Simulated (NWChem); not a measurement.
Molecule: C3H2F2O2; SMILES C1(F)OCOC=1F

```xyz
9

F     -0.0888    -1.5460    -1.3188
C     -0.0037    -0.6660    -0.3618
C     -0.0037     0.6660    -0.3618
F     -0.0888     1.5460    -1.3188
O      0.1943     1.1361     0.9035
C     -0.0973     0.0000     1.6919
O      0.1943    -1.1361     0.9034
H      0.5268     0.0000     2.5940
H     -1.1799     0.0000     1.9448
```
Atoms are numbered in this order, from 1.

Program: NWChem. Geometry: optimised at PBE0/def2-SVP. Level: M05-2X/def2-SVP with SMD (1 M gas to 1 M solution), gas-phase geometry.

For solvent ethylene glycol:

* **solvation free energy (kcal/mol)**: 1.1
* **cavity-dispersion-structure term (kcal/mol)**: 6.4

Question: How do the values read with solvent water instead?

Answer: 
| Property | Value |
|---|---|
| solvation free energy (kcal/mol) | -0.5 |
| cavity-dispersion-structure term (kcal/mol) | 4.9 |
